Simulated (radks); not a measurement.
Problem. The rhodium ion Rh4+, [Kr] 4d5. Calculated with a radial shooting solver on a logarithmic mesh with Libxc functionals: non-relativistic Kohn-Sham, exchange-only PBE, spin-polarised, spherical densities, point nucleus. Every spin shell is full or empty, so the densities are truly spherical. Functionals are evaluated on that one density, not self-consistently. Rank these orbital-free kinetic functionals by their error against the exact value of the orbitals, and give that value: Thomas-Fermi, von Weizsacker, TF + vW, TF + vW/9, TF + vW/5, LC94, APBEK, revAPBEK, Perdew 92, Thakkar, LKT, PG1, DePristo-Kress, Ernzerhof.

Solution. Exact: 4681.71 hartree. From best to worst, with 100 (|E| - |E exact|)/|E exact| (equal figures are ties): DePristo-Kress -0.06, LC94 +0.08, APBEK +0.14, revAPBEK +0.33, Ernzerhof -0.37, Thakkar -0.52, Perdew 92 -0.66, TF + vW/9 -0.67, TF + vW/5 +3.16, Thomas-Fermi -5.46, PG1 +15.79, LKT +20.05, TF + vW +37.65, von Weizsacker -56.89.
